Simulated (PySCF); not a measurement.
Do core-level shifts follow atomic charges?

Species: 1,2-BN cyclohexene, C₄H₁₀BN.
Geometry (PBE0-D3(BJ)/def2-SVP, Å), atoms numbered from 1 in this order:
```
atom  x, y, z in Å
B1     0.6752    0.7850    1.0705
C2     1.5859    0.1916   -0.0471
C3     0.6067   -0.9848   -0.4016
C4    -0.8210   -0.5430   -0.7503
C5    -1.4444    0.3515    0.3349
N6    -0.5291    1.4607    0.6388
H7     0.7082    0.3439    2.2024
H8     2.5634   -0.2193    0.2432
H9     1.7101    0.8337   -0.9350
H10    0.5643   -1.6844    0.4524
H11    1.0311   -1.5639   -1.2382
H12   -0.8028    0.0246   -1.6987
H13   -1.4519   -1.4293   -0.9336
H14   -1.6054   -0.2343    1.2567
H15   -2.4327    0.7295    0.0222
H16   -0.3727    1.9565   -0.2394
```

Binding energies: delta-SCF UKS SCAN, pcX-2 on the ionised atom, pcseg-1 elsewhere, spin-free X2C (PySCF 2.14.0). Charges: PBE0/pcSseg-1 ground-state density, for the ionised atom.

```json
{"atom": "C2", "environment": "sp3 carbon bound to boron", "C 1s (eV)": "290.01", "Mulliken (e)": "-0.376", "IAO (e)": "-0.412", "Hirshfeld (e)": "-0.149", "ESP (e)": "-0.475"}
{"atom": "C4", "environment": "ring CH2 carbon", "C 1s (eV)": "290.63", "Mulliken (e)": "-0.242", "IAO (e)": "-0.273", "Hirshfeld (e)": "-0.071", "ESP (e)": "-0.240"}
{"atom": "C3", "environment": "ring CH2 carbon", "C 1s (eV)": "290.77", "Mulliken (e)": "-0.314", "IAO (e)": "-0.238", "Hirshfeld (e)": "-0.053", "ESP (e)": "+0.144"}
{"atom": "C5", "environment": "sp3 carbon bound to nitrogen", "C 1s (eV)": "291.52", "Mulliken (e)": "-0.094", "IAO (e)": "-0.138", "Hirshfeld (e)": "-0.013", "ESP (e)": "+0.136"}
```

Problem. Give the correlation coefficient and slope of binding energy on charge for each scheme.

Solution. IAO: r = 0.99, slope 5.4 eV per e; Hirshfeld: r = 0.97, slope 10.5 eV per e; Mulliken: r = 0.93, slope 4.8 eV per e; ESP: r = 0.85, slope 1.7 eV per e. On 4 points no scheme stands out.

Problem. The point-charge model writes a binding energy as kq + V + constant, with V the potential of the other atoms' charges at the site. What does it give with the Hirshfeld charges?

Solution. V = Σ 14.40 eV Å × q/r over all other atoms: +1.60 eV at C2, +0.80 eV at C4, +0.37 eV at C3, -0.21 eV at C5. Fitting binding energy − V to q gives k = 23.7 eV per e and leaves an rms residual of 0.21 eV, against 0.13 eV for the fit on q alone. The model has no term for differences in relaxation between sites.

One conformer (not necessarily the lowest) at the PBE0-D3(BJ)/def2-SVP geometry, without solvent, vibrations or thermal averaging.
